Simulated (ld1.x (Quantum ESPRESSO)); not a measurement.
**N: excitation energies, all-electron against TM**

ld1.x (Quantum ESPRESSO) 7.5 input, shortened:

```
&input
   title='N', zed=7., rel=1, dft='PBESOL', iswitch=3,
   config='[He] 2s2 2p3'
 /
 &inputp
   pseudotype=2, tm=.true., lloc=0,
   nlcc=.true., new_core_ps=.true., rcore=0.55
 /
2
2P  2  1   3.00   0.00  1.90  1.90  0.0
2S  1  0   2.00   0.00  0.80  0.80  0.0
 &test
   configts(1)='2s2 2p3'
 /
```

Energies are relative to the spin-unpolarised reference configuration 2s2 2p3; without spin polarisation the order of configurations can differ from experiment. The frozen-core shift is the all-electron ΔE with the core orbitals held at their reference shape minus the fully relaxed ΔE.

```
valence configuration  charge  ΔE all-electron (eV)  error AE − PS (meV)  frozen-core shift (meV)
              2s2 2p2      +1                13.521                  +33                     +0.2
              2s2 2p0      +3                89.143                +1356                      +13
              2s1 2p0      +4               166.660                +2249                      +41
              2s0 2p5       0                22.896                 -2.7                     +1.5
            2s2 2p3.3    -0.3                -1.604                 +0.4                      0.0
```

**Question.** What are ΔE and the potential's error for 2s2 2p1?

**Answer.** ΔE = 42.258 eV all-electron; the error (AE − PS) is +318 meV.

**Question.** What are ΔE and the potential's error for 2s2 2p2.5?

**Answer.** ΔE = 5.063 eV all-electron; the error (AE − PS) is +4.3 meV.

Levels in the configuration 2s2 2p1:

| level | all-electron (eV) | pseudo (eV) |
| --- | --- | --- |
| 2s | -48.962 | -48.769 |
| 2p | -37.364 | -36.810 |
